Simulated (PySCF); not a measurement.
A calculated (r2SCAN, PySCF 2.14, x2c-QZVPPall with one added diffuse shell each of s, p, d, f type, the spin-free X2C one-electron Hamiltonian (Gaussian nucleus)) atom or ion has these occupied shells.

```json
{"shell": "1s α", "electrons": "1", "orbital energy (eV)": "-1543.5", "rms radius, mean of both spins (bohr)": "0.139"}
{"shell": "1s β", "electrons": "1", "orbital energy (eV)": "-1543.4", "rms radius, mean of both spins (bohr)": "0.139"}
{"shell": "2s α", "electrons": "1", "orbital energy (eV)": "-133.67", "rms radius, mean of both spins (bohr)": "0.681"}
{"shell": "2s β", "electrons": "1", "orbital energy (eV)": "-133.60", "rms radius, mean of both spins (bohr)": "0.681"}
{"shell": "2p α", "electrons": "3", "orbital energy (eV)": "-93.395", "rms radius, mean of both spins (bohr)": "0.673"}
{"shell": "2p β", "electrons": "3", "orbital energy (eV)": "-93.222", "rms radius, mean of both spins (bohr)": "0.673"}
{"shell": "3p α", "electrons": "1", "orbital energy (eV)": "-18.891", "rms radius, mean of both spins (bohr)": "2.71"}
```

Task: Name the element and its charge.

Result: Al(2+) (aluminium, charge +2), in [Ne] 3p1, 2P determinant (an excited configuration).
